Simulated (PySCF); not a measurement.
**MH for M along the second period**

CCSD(T) with triple-zeta basis sets in PySCF, for the lowest determinant that a PBE0 search found; no spin–orbit coupling. De refers to high-spin ground-configuration atoms.

```tsv
M	basis	reference, frozen orbitals	state (unpaired electrons)	Re (Å)	ωe (cm⁻¹)	De (eV)
Li	def2-TZVPP	RHF, 0	singlet (closed shell)	1.597	1413	2.41
Be	def2-TZVPP	UHF, 0	doublet (σ ↑)	1.350	2028	2.07
B	def2-TZVPP	RHF, 1	singlet (closed shell)	1.234	2362	3.62
C	def2-TZVPP	UHF, 1	doublet (π ↑)	1.121	2848	3.54
N	def2-TZVPP	UHF, 1	triplet (π ↑↑)	1.039	3271	3.45
O	x2c-TZVPPall	UHF, 1	doublet (π ↑)	0.971	3741	4.48
F	def2-TZVPP	RHF, 1	singlet (closed shell)	0.917	4153	5.98
```

The shortest bond is that of HF (0.917 Å), the longest that of LiH (1.597 Å). HF is bound most strongly (5.98 eV) and BeH least (2.07 eV).

The rows differ in basis set, which adds steps of its own.

The state changes along the series, so neighbouring rows are not always alike in their bonding.

Correlated steps freeze the inner cores (0 to 1 orbitals); shallow outer-core shells are correlated. Where the molecule has an RHF reference, its open-shell atoms are computed with UHF. States were picked by a PBE0 search and need not be the measured ground states.
